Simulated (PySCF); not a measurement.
Ti(F)4(OH2) (F4H2OTi), SMILES [OH2]->[Ti]([F])([F])([F])[F], multiplicity 1.

Geometry: PBE0-D3(BJ)/def2-SVP. The multiplicity is an assumed one; other spin states were not compared.

These are PBE0-D3(BJ)/def2-SVP in PySCF values and carry that method's errors.

Frequencies are harmonic and unscaled.

**Question.** Give all harmonic wavenumbers and intensities. (An estimate is asked for; the answer gives what the named calculation found.)

**Answer.** 
```csv
mode,ν (cm⁻¹),IR (km/mol),Raman (Å⁴/amu),depolarisation,moving atoms (share of kinetic energy)
1,113,1.9,0.2,0.73,"F 66 %, O 29 %"
2,117,3.2,1.4,0.75,"F 58 %, O 26 %, H 16 %"
3,195,22.1,1.1,0.75,"H 70 %, F 19 %, Ti 9 %"
4,214,10.3,1.6,0.74,"F 66 %, Ti 14 %, O 12 %, H 8 %"
5,221,13.8,0.2,0.75,"F 65 %, H 19 %, O 9 %"
6,246,11.0,1.4,0.75,"F 86 %, Ti 11 %"
7,255,32.0,1.5,0.75,"F 77 %, H 13 %, Ti 10 %"
8,261,89.4,0.2,0.52,"F 45 %, Ti 30 %, O 23 %"
9,286,15.1,0.3,0.75,"O 52 %, F 35 %, H 12 %"
10,453,262.3,0.7,0.34,"H 75 %, O 17 %"
11,551,1.8,2.1,0.75,"H 77 %, O 13 %, F 10 %"
12,709,15.1,9.9,0.00,F 96 %
13,797,217.8,5.8,0.19,"F 68 %, Ti 32 %"
14,811,257.0,0.6,0.75,"F 54 %, Ti 41 %"
15,831,265.7,1.3,0.52,"F 59 %, Ti 40 %"
16,1605,88.9,3.9,0.71,H 93 %
17,3835,68.5,54.9,0.09,H 96 %
18,3935,136.4,23.7,0.75,H 93 %
```
